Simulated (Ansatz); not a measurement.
Reactions of `[NH2][SnH]([F])[O][SiH3]`.

Computed with Ansatz on PBE0-D4/def2-TZVP structures; ΔE is electronic, products minus reactants. CCSD(T)/CBS adds triple-zeta CCSD(T) − MP2 to the extrapolated MP2 energy (def2 sets, frozen cores). Elements past krypton have def2 core potentials. For Br, Ge, Sn, W outer-core shells are correlated without core-valence functions, which leaves a few kJ/mol of doubt a bond. Scalar relativity is left out up to krypton. Each species was taken in one conformer, which may not be the lowest.

Order these by ΔE at CCSD(T)/CBS, lowest first. (Estimate.)
A. `[NH2][SnH]([F])[O][SiH3]` + `[O]=[W]([OH])([F])=[S]` → `[F][SnH]([F])[O][SiH3]` + `[NH2][W](=[O])([OH])=[S]`
B. `[NH2][SnH]([F])[O][SiH3]` + `[CH3][AlH][Br]` → `[CH3][SnH]([NH2])[F]` + `[SiH3][O][AlH][Br]`
C. `[NH2][SnH]([F])[O][SiH3]` + `[OH][GeH]([F])[SH]` → `[OH][GeH]([F])[S][SiH3]` + `[NH2][SnH]([OH])[F]`

B (-1.05 eV), A (-0.07 eV), C (+0.42 eV).

Largest T1 diagnostic: 0.023, for `[O]=[W]([OH])([F])=[S]`.
